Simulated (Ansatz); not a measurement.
Molecule: SF$_{3}$, net charge 0, doublet state. It need not be the lowest isomer of its formula. 
Coordinates optimised at B3LYP-D3(BJ)/def2-TZVP (Ansatz, a first-principles code):
```xyz
4

F      1.5987    -0.5623    -0.0115
S      0.1621     0.2878     0.1532
F     -1.2777     1.1083    -0.1069
F     -0.6091    -1.0576    -0.1540
```
Charge 0, spin multiplicity 2.

Basis-set convergence of Hartree-Fock and MP2 correlation energies (hartree) with Ansatz. Cores are frozen in the correlated levels unless marked. Open shells are spin-unrestricted. Spin-orbit coupling is left out. Non-relativistic.

```
basis        functions       E(HF)  E(corr, MP2)
-----------  ---------  ----------  ------------
cc-pV(D+d)Z         65  -695.73117      -0.70531
cc-pV(T+d)Z        129         ___           ___
```

### Question
Complete the blanks.

### Answer

- cc-pV(T+d)Z, E(HF): -695.87458
- cc-pV(T+d)Z, E(corr, MP2): -0.94246
